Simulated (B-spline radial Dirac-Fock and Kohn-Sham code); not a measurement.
# Cr 3p1/2: cross section and angular parameters

System: the free chromium atom in the configuration 1s2 2s2 2p6 3s2 3p6 3d5 4s1; threshold 50.34 eV (orbital energy of the model). Model: Dirac-Hartree-Slater photoionisation with a Latter tail; cross sections with all multipoles, angular parameters from the dipole term and its interference with E2. Program: a radial finite-basis atomic code.

Input file task.json (cfg lists n, l and occupation; rrms is the nuclear radius in fm):

```json
{"items": [{
  "Z": 24,
  "q": 0,
  "cfg": [[1, 0, 2], [2, 0, 2], [2, 1, 6], [3, 0, 2], [3, 1, 6], [3, 2, 5], [4, 0, 1]],
  "A": 52,
  "rrms": 3.6452,
  "do": "xps",
  "hv": [60, 63.1, 74.5, 74.7, 77.2, 100, 114.0, 168.0, 213.0, 229.0, 231.0, 372.0, 600, 861.0, 908.0, 937.0, 1020.0, 1180.0, 1253.6, 1490.0, 1500.0, 2000, 2440.0, 3770.0, 4750.0, 6000, 6070.0, 9251.7, 11700.0, 12000],
  "edges": {"K": 5989.0, "L1": 696.0, "L2": 583.8, "L3": 574.1, "M1": 74.1}
}]}
```

Launch: `python xray2_run.py task.json out`

| hν (eV) | σ (kb) | β | γ | δ |
| --- | --- | --- | --- | --- |
| 60 | 460 | 1.585 | -0.046 | 0.013 |
| 63.1 | 348 | 1.188 | -0.082 | 0.021 |
| 74.5 | 211 | -0.316 | -0.098 | 0.049 |
| 74.7 | 211 | -0.327 | -0.096 | 0.049 |
| 77.2 | 211 | -0.415 | -0.065 | 0.049 |
| 100 | 289 | 0.335 | 0.146 | 0.021 |
| 114 | 323 | 0.711 | 0.158 | 0.010 |
| 168 | 316 | 1.298 | 0.067 | -0.002 |
| 213 | 260 | 1.462 | 0.010 | -0.002 |
| 229 | 240 | 1.497 | -0.002 | -0.002 |
| 231 | 238 | 1.500 | -0.003 | -0.002 |
| 372 | 119 | 1.615 | -0.010 | 0.002 |
| 600 | 47.7 | 1.613 | 0.090 | 0.006 |
| 861 | 21.3 | 1.561 | 0.217 | 0.011 |
| 908 | 18.8 | 1.550 | 0.238 | 0.012 |
| 937 | 17.4 | 1.543 | 0.251 | 0.012 |
| 1020 | 14.2 | 1.524 | 0.287 | 0.014 |
| 1180 | 9.88 | 1.487 | 0.352 | 0.018 |
| 1253.6 | 8.48 | 1.471 | 0.380 | 0.019 |
| 1490 | 5.42 | 1.419 | 0.461 | 0.025 |
| 1500 | 5.32 | 1.417 | 0.464 | 0.025 |
| 2000 | 2.44 | 1.320 | 0.606 | 0.037 |
| 2440 | 1.39 | 1.244 | 0.705 | 0.049 |
| 3770 | 0.381 | 1.063 | 0.922 | 0.084 |
| 4750 | 0.185 | 0.961 | 1.033 | 0.110 |
| 6000 | ? | ? | ? | ? |
| 6070 | 0.0842 | 0.852 | 1.143 | 0.143 |
| 9251.7 | 0.0206 | 0.670 | 1.315 | 0.217 |
| 11700 | 0.00919 | 0.577 | 1.406 | 0.267 |
| 12000 | 0.00841 | 0.567 | 1.416 | 0.273 |

Problem. Give the values at 6000 eV.

Solution. σ = 0.0874 kb, β = 0.857, γ = 1.138, δ = 0.141.

Values without a named source are computed, but for edge energies of neutral atoms, which are taken from tables.
